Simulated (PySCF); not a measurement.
Steps of a relaxation of [Eu(NH2)2]+

[Eu(NH2)2]+ (singlet in the valence; each metal's 4f electrons, 6 of them, lie in its core potential, out of spins and levels; a saddle point, relaxed within its symmetry). PySCF 2.14.0, RKS PBE0, Eu lcecp-1-SVP with ECP52, N def2-SVP, H def2-SVP; non-relativistic Hamiltonian with scalar-relativistic core potentials where named; density fitting; no spin-orbit coupling. Origin of the start: template. Columns: position (Å) and force (eV/Å). Energies are counted from the last step; some of the 12 steps are shown. Forces carry noise of the integration grid, about 0.01 to 0.03 eV/Å.

Run from Python with OMP_NUM_THREADS=2. Where DIIS fails, smearing, a level shift and second-order steps follow.
It took 31 s on 2 threads of Arm Neoverse V1 (shared host), from the converged density of the start.

```xyz
7
step 0  E = 0.547 eV
Eu    0.0000    0.0000   -0.1673     0.00    0.00    1.61
N     2.0907    0.0000    0.7683    -2.32    0.00   -1.28
H     2.6292   -0.8300    1.0093     0.17    0.05    0.24
H     2.6292    0.8300    1.0093     0.17   -0.05    0.24
N    -2.0907    0.0000    0.7683     2.32    0.00   -1.28
H    -2.6292    0.8300    1.0093    -0.17   -0.05    0.24
H    -2.6292   -0.8300    1.0093    -0.17    0.05    0.24
```

```xyz
7
step 4  E = 0.112 eV
Eu    0.0000    0.0000   -0.2493     0.00    0.00   -0.30
N     1.9312    0.0000    0.6938     0.03    0.00    0.26
H     2.4519   -0.8039    1.0670    -0.14    0.06   -0.05
H     2.4519    0.8039    1.0670    -0.14   -0.06   -0.05
N    -1.9312    0.0000    0.6938    -0.03    0.00    0.26
H    -2.4519    0.8039    1.0670     0.14   -0.06   -0.05
H    -2.4519   -0.8039    1.0670     0.14    0.06   -0.05
```

```xyz
7
step 7  E = 0.002 eV
Eu    0.0000    0.0000   -0.5200     0.00    0.00    0.05
N     1.7492    0.0000    0.6844     0.02    0.00   -0.07
H     2.1807   -0.8082    1.1394    -0.02   -0.04    0.02
H     2.1807    0.8082    1.1394    -0.02    0.04    0.02
N    -1.7492    0.0000    0.6844    -0.02    0.00   -0.07
H    -2.1807    0.8082    1.1394     0.02    0.04    0.02
H    -2.1807   -0.8082    1.1394     0.02   -0.04    0.02
```

Where does the relaxation end?

It converges at step 11 in C2v:
```xyz
7
step 11  E = 0
Eu    0.0000    0.0000   -0.5381
N     1.7421    0.0000    0.6741
H     2.1490   -0.8106    1.1490
H     2.1490    0.8106    1.1490
N    -1.7421    0.0000    0.6741
H    -2.1490    0.8106    1.1490
H    -2.1490   -0.8106    1.1490
```

How did the contacts change?


```csv
contact,start (Å),end (Å)
Eu1–N2 (NH2),2.290,2.122
Eu1–N5 (NH2),2.290,2.122
```


An lcecp potential fixes the number of 4f electrons, so in runs with it no electron can move into or out of that shell.
